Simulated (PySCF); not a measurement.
## Electron correlation in Cl (chlorine, neutral)

[Ne] 3s1 3p6, 2S determinant (an excited configuration). Computed with PySCF 2.14 in aug-cc-pV(T+d)Z with one added diffuse shell each of s, p, d, f type (7s6p5d3f, 71 functions), with the non-relativistic Hamiltonian (point nucleus). Frozen: [Ne]; 7 electrons correlated.

```tsv
level	correlation energy (mhartree)
CCSD	-328.60
(T)	-44.07
CCSD(T)	-372.67
```

Diagnostics: T1 = 0.023, D1 = 0.0480, largest double amplitude 0.199.

A double-excitation amplitude exceeds 0.15, a sign of near-degeneracy.

Cost of the coupled-cluster step: roughly 22 core-seconds, for 7 correlated electrons.

Iterations:

```
CC2 = 0
CCSD nocc = (np.int64(4), np.int64(3)), nmo = (66, 66)
frozen orbitals [[0, 1, 2, 3, 4], [0, 1, 2, 3, 4]]
max_cycle = 100
direct = 0
conv_tol = 1e-08
conv_tol_normt = 1e-06
diis_space = 8
diis_start_cycle = 0
Init t2, MP2 energy = -0.251949366158878
Init E_corr(UCCSD) = -0.251949366168243
cycle = 1  E_corr(UCCSD) = -0.284167497881212  dE = -0.0322181317  norm(t1,t2) = 0.155037
cycle = 2  E_corr(UCCSD) = -0.302855924772146  dE = -0.0186884269  norm(t1,t2) = 0.103948
cycle = 3  E_corr(UCCSD) = -0.330281725248993  dE = -0.0274258005  norm(t1,t2) = 0.0690803
cycle = 4  E_corr(UCCSD) = -0.324421337428465  dE = 0.00586038782  norm(t1,t2) = 0.0150765
cycle = 5  E_corr(UCCSD) = -0.327626276094257  dE = -0.00320493867  norm(t1,t2) = 0.0134636
cycle = 6  E_corr(UCCSD) = -0.328885296551474  dE = -0.00125902046  norm(t1,t2) = 0.00476451
cycle = 7  E_corr(UCCSD) = -0.328606530770096  dE = 0.000278765781  norm(t1,t2) = 0.00159609
cycle = 8  E_corr(UCCSD) = -0.328632155618126  dE = -2.5624848e-05  norm(t1,t2) = 0.000839018
cycle = 9  E_corr(UCCSD) = -0.328580637446858  dE = 5.15181713e-05  norm(t1,t2) = 0.000596654
cycle = 10  E_corr(UCCSD) = -0.328594891597648  dE = -1.42541508e-05  norm(t1,t2) = 0.000297414
cycle = 11  E_corr(UCCSD) = -0.328599078389269  dE = -4.18679162e-06  norm(t1,t2) = 7.15382e-05
cycle = 12  E_corr(UCCSD) = -0.328599942205436  dE = -8.63816167e-07  norm(t1,t2) = 2.46667e-05
cycle = 13  E_corr(UCCSD) = -0.328600779614902  dE = -8.37409467e-07  norm(t1,t2) = 7.68427e-06
cycle = 14  E_corr(UCCSD) = -0.328600505120877  dE = 2.74494026e-07  norm(t1,t2) = 3.0729e-06
cycle = 15  E_corr(UCCSD) = -0.328600496571119  dE = 8.54975735e-09  norm(t1,t2) = 1.38153e-06
cycle = 16  E_corr(UCCSD) = -0.328600498928359  dE = -2.35723957e-09  norm(t1,t2) = 6.43116e-07
UCCSD converged
E(UCCSD) = -459.2482633711475  E_corr = -0.3286004989283588
UCCSD(T) correction = -0.0440657713789236
```
